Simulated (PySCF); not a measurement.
System: sum formula MgO2H2, charge 0, multiplicity 1. SMILES: [Mg]([OH])[OH]
Structure (B3LYP-D3(BJ)/def2-TZVP (Ansatz) minimum search):
```
Mg
O 1 1.7715
H 2 0.9505 1 154.58
O 1 1.7715 3 171.19 2 -177.86
H 4 0.9505 1 154.58 3 -175.40
```
Charge 0, spin multiplicity 1.

Dispersion corrections to the total energy (kcal/mol) from the dftd3 and dftd4 libraries through PySCF: D3(BJ) without and D4 with the three-body term, each with the damping fitted for the functional named.

```
functional  D3(BJ)     D4
----------  ------  -----
PBE0         -0.98  -0.90
LC-wPBE      -1.10  -1.20
revPBE       -2.81    [?]
CAM-B3LYP    -0.93  -0.92
B2PLYP       -1.01  -0.74
B2GP-PLYP      [?]  -0.45
PW6B95       -0.63    [?]
```

Question: Complete the blanks.

Answer: 
- revPBE, D4: -3.19
- B2GP-PLYP, D3(BJ): -0.96
- PW6B95, D4: -1.00
